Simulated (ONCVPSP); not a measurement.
**Transferability test, ONCV potential for Ga**

```json
{"Element": "gallium", "Generator": "ONCVPSP 4.0.1", "Type": "optimised norm-conserving Vanderbilt (ONCV)", "Functional": "LDA (Perdew-Wang 92)", "Relativity": "scalar-relativistic", "Frozen core": "[Ne]", "Valence charge": "21", "Reference configuration": "3s2 3p6 3d10 4s2 4p1", "Partial waves": "3s+4s: rc 1.15 bohr, ncon 4, nbas 8, qcut 8 1/bohr, 2 projectors; 3p+4p: rc 1.05 bohr, ncon 5, nbas 8, qcut 11.9 1/bohr, 2 projectors; 3d: rc 0.80 bohr, ncon 3, nbas 8, qcut 19.4 1/bohr, local", "Local potential": "the d channel", "Core correction": "Teter function, fcfact 2.5, rcfact 1.4"}
```

Energies are relative to the spin-unpolarised reference configuration 3s2 3p6 3d10 4s2 4p1; without spin polarisation the order of configurations can differ from experiment. Not all tests gave a result: 1 of 4 tests not solved or not reliable.

| valence configuration | charge | ΔE all-electron (eV) | error AE − PS (meV) |
| --- | --- | --- | --- |
| 3s2 3p6 3d10 4s2 4p0 | +1 | 5.883 | -0.5 |
| 3s2 3p6 3d10 4s1 4p0 | +2 | 27.381 | -1.7 |
| 3s1 3p6 3d10 4s2 4p1 | +1 | 157.026 | -280 |

Levels in the configuration 3s1 3p6 3d10 4s2 4p1:

| level | all-electron (eV) | pseudo (eV) |
| --- | --- | --- |
| 3s | -167.318 | -167.838 |
| 3p | -118.314 | -118.439 |
| 3d | -38.097 | -38.297 |
| 4s | -19.687 | -19.700 |
| 4p | -11.370 | -11.363 |
